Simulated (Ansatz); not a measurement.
AlH4NSe (`[NH2][AlH][SeH]`), relaxed with RKS PBE0-D4/def2-TZVP in the Gaussian-basis code of Ansatz from a PBE-D4/def2-SVP geometry. The force threshold is 0.005 eV/Å; the program also tests the step.

Total charge 0; spin multiplicity 1.

Start:

```xyz
7

N     0.408   -1.095    0.929
Al   -0.401    0.151   -0.055
Se    0.923    1.431   -1.498
H     1.406   -1.316    0.927
H    -0.080   -1.702    1.592
H    -1.973    0.363    0.064
H    -0.282    2.168   -1.959
```

(1) How much energy does the relaxation release, and in how many steps? (Estimate.)

(2) Which bonds change most? (Estimate.)

(3) Give the relaxed structure. (An estimate is asked.)

Results:

(1) Computed: 2.13 kJ/mol, in 5 steps.

(2) Computed: N1–Al2 from 1.782 to 1.762 Å; Se3–H7 from 1.485 to 1.469 Å; Al2–Se3 from 2.339 to 2.323 Å; N1–H5 from 1.023 to 1.007 Å.

(3) Ansatz gave: 
```xyz
7

N     0.404   -1.086    0.923
Al   -0.403    0.143   -0.049
Se    0.913    1.410   -1.484
H     1.389   -1.292    0.912
H    -0.072   -1.688    1.576
H    -1.961    0.363    0.062
H    -0.271    2.151   -1.940
```
